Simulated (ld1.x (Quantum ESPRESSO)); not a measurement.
# Pb, TM semilocal: configuration errors across variants

- Element: Pb (Z = 82)
- Generator: ld1.x (Quantum ESPRESSO) 7.5
- Type: norm-conserving Troullier–Martins (semilocal form)
- Functional: PBE
- Relativity: scalar-relativistic
- Frozen core: [Xe] 4f14 5d10
- Valence charge: 4
- Reference configuration: 6s2 6p2
- Partial waves: 6p (bound): rc 2.70 bohr; 6s (bound): rc 1.70 bohr
- Local potential: the s channel
- Core correction: a·sin(br)/r model core inside 1.55 bohr

All-electron excitation energies from the reference (eV): (1) 6s2 6p1 6.575; (2) 6s2 6p0 20.020; (3) 6s1 6p0 52.430; (4) 6s2 6p2.3 -0.799; (5) 6s1 6p2 16.103; (6) 6s0 6p4 17.835; (7) 6s1 6p3 8.736.

In the semilocal form every listed channel keeps its own potential, so the choice of the local channel does not act on these tests. It acts once the file is put into the separable form.

A semilocal file is local in each channel, so a ghost entry of none says nothing of the separable form that plane-wave codes build from it.

1 further variants failed, have other tests or too few solved ones, and are left out.

Errors AE − PS in meV (a dash: test not solved or not reliable):

```csv
change,(1),(2),(3),(4),(5),(6),(7),bound ghosts
base,-18,-120,-608,0.0,-89,-163,-41,none
wave 6p (bound): rc 2.70 bohr becomes 6p (bound): rc 3.22 bohr,-18,-135,-656,+0.1,-74,-109,-29,none
"form changed from semilocal to separable (Kleinman–Bylander), still TM; local potential all-electron potential smoothed inside 2.25 bohr (lloc = -1)",-16,-115,-582,0.0,-78,-149,-38,none
wave 6s (bound): rc 1.70 bohr becomes 6s (bound): rc 2.28 bohr,-18,-120,-612,0.0,-89,-161,-41,none
```

Question: Give the same row for: core correction a·sin(br)/r model core inside 1.38 bohr.

Answer: -18, -120, -608, 0.0, -89, -162, -41; bound ghosts: none.
